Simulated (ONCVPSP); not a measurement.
# What one change does to a pseudopotential (silver, ONCV)

ONCVPSP 4.0.1 input, shortened (lines: element, Z, core and valence counts, functional; n l f; lmax; l rc ep ncon nbas qcut; lloc lpopt rc5 dvloc0; l nproj debl; icmod fcfact rcfact), LDA (Perdew-Wang 92), scalar-relativistic:

```
  Ag 47.00    6    5  -001012      upf
    1    0    2.00
    2    0    2.00
    2    1    6.00
    3    0    2.00
    3    1    6.00
    3    2   10.00
    4    0    2.00
    4    1    6.00
    4    2   10.00
    5    0    0.75
    5    1    0.25
    2
    0    1.70    0.00    4    9    9.00
    1    2.00    0.00    3    6    6.30
    2    1.75    0.00    4    8    7.10
    4    5    1.50    1.00
    0    2    0.40
    1    2    2.80
    2    2    1.40
    3    4.75    1.20
```

Change: all radii but the core radius scaled by about 1.13 (s 1.92, p 2.26, d 1.98 bohr); local potential polynomial inside 1.70 bohr (lpopt 5, dvloc0 1 Ha).

Cutoffs: the cutoffs (Ha) at which the residual kinetic energy of the hardest occupied pseudo-wave falls to 1 and 0.1 mHa per electron; they do not see the model core or the augmentation charge, which bear on the density cutoff. Errors are all-electron minus pseudo energies relative to the spin-unpolarised reference configuration.

Problem. What does the change do?

Solution. The potential gets softer (23 Ha and 40 Ha → 21 Ha and 24 Ha); of the 3 tests that both files solve, the error grows in 1 and shrinks in 1 by more than 15 % and 0.3 meV (median size 1.0 → 0.7 meV); neither file shows a bound ghost. A larger radius leaves more room for a smooth pseudo-wave, so fewer plane waves are needed.

```tsv
quantity	base	changed
cutoff, loose	23 Ha	21 Ha
cutoff, tight	40 Ha	24 Ha
loose cutoff by channel	s 23 Ha, p 15 Ha, d 23 Ha	s 18 Ha, p 14 Ha, d 21 Ha
bound ghosts	none	none
GHOST(+) flags under 300 eV	none	none
tests with a reliable result	3 of 4	3 of 4
error for 4s2 4p6 4d10 5s1 5p0, meV [ΔE -0.97 eV]	+0.1	+0.1
error for 4s2 4p6 4d10 5s0 5p0, meV [ΔE 7.12 eV]	-1.0	-0.7
error for 4s1 4p6 4d10 5s1 5p0, meV [ΔE 101.12 eV]	-427	-680
rms error of d²Exc/dni dnj with the model core, mHa	0.63	1.01
```
